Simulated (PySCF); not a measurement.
**A ladder of Hamiltonians for Eu⁶¹⁺ (europium, charge +61)**

Occupied: 1s1/2. Hartree-Fock calculated with PySCF 2.14 in an even-tempered Gaussian basis (19 s from 14 bohr⁻², ratio 2.3; 15 p from 17 bohr⁻², ratio 2.3), Gaussian nucleus throughout. NR is non-relativistic, sf-X2C the spin-free one-electron X2C Hamiltonian, X2C adds the bare one-electron spin-orbit term, X2C-SNSO screens it by Boettger's factors, DC is four-component Dirac-Coulomb, and the Gaunt and Breit terms are added at first order (total energies over the DC spinors, levels after relaxing the spinors in that mean field). QED terms are absent. Levels marked empty are virtual spinors of this ion.

```csv
level (eV),NR,sf-X2C,X2C,X2C-SNSO
1s1/2,-52931.6,-55984.6,-55984.6,-55984.6
2s1/2 (empty),-12824.5,-13753.5,-13753.5,-13753.5
2p1/2 (empty),-12706.8,-13084.0,-13619.5,-13609.9
2p3/2 (empty),-12706.8,-13084.0,-12858.2,-12861.6
3s1/2 (empty),-5671.1,-5995.0,-5995.0,-5995.0
```

**Question.** Where do the four-component calculations put these levels?

**Answer.** 1s1/2: DC -56031.6, DC+Gaunt -55936.8, DC+Breit -55936.8; 2s1/2 (empty): DC -13758.6, DC+Gaunt -13748.0, DC+Breit -13749.2; 2p1/2 (empty): DC -13607.2, DC+Gaunt -13585.0, DC+Breit -13588.2; 2p3/2 (empty): DC -12865.2, DC+Gaunt -12854.2, DC+Breit -12857.4; 3s1/2 (empty): DC -5996.4, DC+Gaunt -5993.4, DC+Breit -5993.8 (eV).

| Hamiltonian | E (hartree) | E − E(DC) (hartree) | CPU seconds |
| --- | --- | --- | --- |
| NR | -3929.5482 | 231.3411 | 0.46 |
| sf-X2C | -4159.1482 | 1.7411 | 0.28 |
| X2C | -4159.1482 | 1.7411 | 0.28 |
| X2C-SNSO | -4159.1482 | 1.7411 | 0.28 |
| DC | -4160.8893 | 0.0000 | 4.5 |
| DC+Gaunt | -4157.3781 | 3.5112 | 7.3 |
| DC+Breit | -4157.3781 | 3.5112 | 65 |

Weight of the small component: 1s1/2 0.0554, 2s1/2 0.0135, 2p1/2 0.0134, 2p3/2 0.0127, 3s1/2 0.00589.

Koopmans' value for the highest occupied level at DC+Breit: 55936.8 eV, against an ionisation energy of 55865.93 ± 0.08 eV (theoretical estimate listed by NIST; NIST Atomic Spectra Database, ionization energies); the former lacks relaxation, correlation, QED and recoil.

The whole ladder took 79 s of wall time on 1 thread of Neoverse-V1 (shared host), launched as `OMP_NUM_THREADS=1 python relrun2.py TASK.json OUT` (a driver that calls PySCF for each Hamiltonian).
